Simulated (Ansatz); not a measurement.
Basis-set extrapolation for ClFH$_{4}$OSi$_{2}$, SMILES `O[SiH2][SiH](F)Cl` (PBE0-D4/def2-TZVP geometry, frozen core, Ansatz). Multiplicity 1, RHF reference.

|  | def2-TZVPP | def2-QZVPP |
| --- | --- | --- |
| HF | -1214.278556 | -1214.318408 |
| MP2 correlation | -0.916048 | -0.999950 |
| CCSD(T) correlation | -0.995033 | not run |

Energies in hartree. Use E(X) = E(∞) + A·exp(−7.88·√X) for Hartree–Fock and E(X) = E(∞) + B·X^(−2.97) for correlation, with X = 3 and 4, and add CCSD(T) minus MP2 of the smaller set to the MP2 limit.

Q: What is the CCSD(T) energy at the basis-set limit?

A: HF limit: -1214.318408 + (-0.039852) × 0.13774 = -1214.32390. MP2 limit: -0.999950 + (-0.083902) × 0.74074 = -1.06210. Higher-order term: -0.995033 − (-0.916048) = -0.07898. Total: -1215.46498 hartree, 502.5 kJ/mol below CCSD(T)/def2-TZVPP.
